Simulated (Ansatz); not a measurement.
`CC(C)[SiH]` + H–F → `F[SiH]` + `CCC` at 400 K and 1 bar (ligand exchange at the Si–C bond).

Computed with Ansatz on PBE0-D4/def2-TZVP structures; ΔE is electronic, products minus reactants. CCSD(T)/CBS is the MP2 limit (def2-TZVPP, def2-QZVPP) plus CCSD(T) − MP2 in def2-TZVPP, frozen cores. This one scheme is used for every species.

```json
{"species": "`CC(C)[SiH]`", "CCSD(T)/CBS energy (Eh)": "-407.98328", "H − E (kJ/mol)": "290.9", "S (J/(mol·K))": "339.0"}
{"species": "H–F", "CCSD(T)/CBS energy (Eh)": "-100.39570", "H − E (kJ/mol)": "36.5", "S (J/(mol·K))": "182.2"}
{"species": "`F[SiH]`", "CCSD(T)/CBS energy (Eh)": "-389.46371", "H − E (kJ/mol)": "36.4", "S (J/(mol·K))": "250.8"}
{"species": "`CCC`", "CCSD(T)/CBS energy (Eh)": "-118.98051", "H − E (kJ/mol)": "294.1", "S (J/(mol·K))": "291.8"}
```

H − E and S are ideal-gas, rigid-rotor, harmonic terms from PBE0-D4/def2-TZVP, for one conformer and one mirror image of each species. 1 Eh = 2625.50 kJ/mol, R = 8.31446 J/(mol·K).

Q: By hand: ΔE, ΔH, ΔS and ΔG.

A: ΔE = (-389.46371) + (-118.98051) − (-407.98328) − (-100.39570) = -0.06524 Eh = -171.3 kJ/mol. Δ(H − E) = 36.4 + 294.1 − 290.9 − 36.5 = 3.1, so ΔH = -168.2 kJ/mol. ΔS = 250.8 + 291.8 − 339.0 − 182.2 = 21.4 J/(mol·K). ΔG = -168.2 − 400 × (21.4)/1000 = -176.8 kJ/mol.

Q: By hand: the equilibrium constant, and the temperature at which ΔG would vanish if ΔH and ΔS stayed fixed.

A: log₁₀ K = −ΔG/(RT ln 10) = 23.1. ΔH and −TΔS have one sign here, so there is no such temperature.

ΔH outweighs TΔS. A doubt of 5 kJ/mol in ΔE shifts log₁₀ K by 0.7 here. Other conformers and mirror images would add mixing entropy, several J/(mol·K) or more a flexible species. These are equilibria of isolated gas molecules and say nothing of rates. Largest T1 diagnostic: 0.015 (customary marks: 0.02 for closed shells, 0.045 for open ones).
